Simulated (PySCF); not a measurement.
Te(iPr)(SH) (C3H8STe), SMILES CC(C)[Te]S.

Geometry optimised at r2SCAN-D4/def2-SVP. The def2 effective core potentials stand for the cores of Te; spin–orbit coupling is left out. Other conformers were not sampled.

Calculation: PySCF 2.14.0 with r2SCAN-D4/def2-SVP.

Frequencies are harmonic and unscaled.

```
mode  ν (cm⁻¹)  IR (km/mol)  moving atoms (share of kinetic energy)
----  --------  -----------  --------------------------------------
1           44          0.1          C 45 %, H 25 %, S 22 %, Te 8 %
2          110          0.3         S 47 %, C 24 %, Te 17 %, H 12 %
3          230          1.3                 H 47 %, C 40 %, Te 10 %
4          245          0.3                          H 75 %, C 20 %
5          257          2.8                          H 60 %, C 37 %
6          284          2.1                          H 65 %, C 28 %
7          299         13.0                                  H 93 %
8          350          6.9                         S 78 %, Te 21 %
9          392          0.6                          C 57 %, H 43 %
10         490          1.0                          C 64 %, H 31 %
11         761          2.0                                  H 97 %
12         890          1.7                          C 66 %, H 34 %
13         923          2.4                          H 88 %, C 12 %
14         955          0.2                          H 74 %, C 26 %
15        1007          5.8                          H 85 %, C 15 %
16        1132          0.4                          C 63 %, H 37 %
17        1158         55.5                          C 50 %, H 50 %
18        1203         36.3                          H 68 %, C 32 %
19        1331          0.4                          H 75 %, C 25 %
20        1377         11.1                          H 73 %, C 27 %
21        1388          3.6                          H 79 %, C 21 %
22        1451          4.2                                  H 96 %
23        1457          1.7                                  H 96 %
24        1468          8.5                                  H 96 %
25        1476          8.1                                  H 96 %
26        2659          0.4                                  H 97 %
27        3012         28.6                                  H 97 %
28        3016         35.1                                  H 97 %
29        3076          2.0                                  H 92 %
30        3103          2.4                           H 91 %, C 9 %
31        3106         21.9                           H 91 %, C 9 %
32        3123         14.7                           H 91 %, C 9 %
33        3138          7.8                          H 90 %, C 10 %
```
